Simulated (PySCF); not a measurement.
C3H7NSi, SMILES [SiH3]NC=C=C. Coordinates come from a PBE-D3(BJ)/def2-SVP optimisation. This is a generated structure with no PubChem entry under its InChIKey; it may be hypothetical. Other conformers were not sampled.

Computed equilibrium geometry at PBE-D3(BJ)/def2-SVP (PySCF confirms it by a frequency run) as bond lengths and angles, and its point group (one conformer of several):
point group Cs.
Atoms: C1 C2 C3 N4 Si5 H6 H7 H8 H9 H10 H11 H12. Bonds (Å): C1–C2 1.319, C1–H6 1.107, C1–H7 1.107, C2–C3 1.329, C3–N4 1.400, C3–H8 1.106, N4–Si5 1.760, N4–H9 1.019, Si5–H10 1.505, Si5–H11 1.502, Si5–H12 1.505. Angles (°): C2–C1–H6 122.1, C2–C1–H7 122.1, H6–C1–H7 115.9, C1–C2–C3 179.4, C2–C3–N4 126.2, C2–C3–H8 118.5, N4–C3–H8 115.3, C3–N4–Si5 124.9, C3–N4–H9 115.2, Si5–N4–H9 120.0, N4–Si5–H10 111.7, N4–Si5–H11 105.0, N4–Si5–H12 111.7, H10–Si5–H11 110.2, H10–Si5–H12 108.1, H11–Si5–H12 110.2.
Charge 0, spin multiplicity 1.
